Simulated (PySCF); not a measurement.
# Gas-phase XPS of `B[SiH]1O[SiH2]O[SiH2]O1`, computed

Compound: BH7O3Si3.
Bonds: B1–Si2, Si2–O3, O3–Si4, Si4–O5, O5–Si6, Si6–O7, Si2–O7. Hydrogens: H8, H9 on B1; H10 on Si2; H11, H12 on Si4; H13, H14 on Si6.

Method used: delta-SCF UKS SCAN, pcX-2 on the ionised atom, pcseg-1 elsewhere, spin-free X2C in PySCF. Binding energies are ΔSCF values: E(core-ionised, relaxed orbitals) − E(ground state) at a fixed geometry, referred to the vacuum level.

Task: List the computed XPS lines with their assignment.

Result: 
```
atom(s)           environment     level  binding energy (eV)  2p1/2 (eV)  above the level's lowest (eV)  count
    Si2  oxygen-bound silicon  Si 2p3/2               107.71      108.34                           0.00      1
Si4/Si6  oxygen-bound silicon  Si 2p3/2               108.14      108.77                          +0.43      2
  O3/O7       siloxane oxygen      O 1s               537.91           –                           0.00      2
     O5       siloxane oxygen      O 1s               538.05           –                          +0.14      1
    Si2  oxygen-bound silicon     Si 1s              1847.81           –                           0.00      1
Si4/Si6  oxygen-bound silicon     Si 1s              1848.22           –                          +0.41      2
```

The 2 O 1s values lie within 0.14 eV of each other; Gaussian lines of 0.5 eV full width would blend them into one maximum.

The listed Si 1s values span 0.41 eV, from Si2 (bonded to 2 O, H and B) to Si4/Si6 (bonded to 2 O and 2 H).

The listed Si 2p3/2 values span 0.43 eV, from Si2 (bonded to 2 O, H and B) to Si4/Si6 (bonded to 2 O and 2 H).

Task: Which photon energy gives electrons from Si 2p3/2 of Si2 a kinetic energy of 200 eV, and what is their de Broglie wavelength?

Result: hν = 107.71 + 200 = 307.71 eV, recoil neglected; λ = 12.264 Å/√(E/eV) = 0.87 Å.

Task: Which photon wavelength matches the Si 2p3/2 of Si2 threshold?

Result: λ = hc/E = 12398.42 eV Å / 107.71 eV = 115.109 Å.

One atom of each set of topologically equivalent atoms was ionised and stands for the set; in this conformer not all members are related by symmetry, and their own values weren't computed. Not every level is listed. 2p3/2 and 2p1/2 are the ΔSCF energy of one spin-free 2p hole plus the eigenvalues of a spin–orbit and ligand-field matrix of the shell. 2p1/2 minus 2p3/2 (ligand field included): Si 0.63 eV. No level of boron is listed. Isolated species at its PBE0-D3(BJ)/def2-SVP geometry (one conformer only).
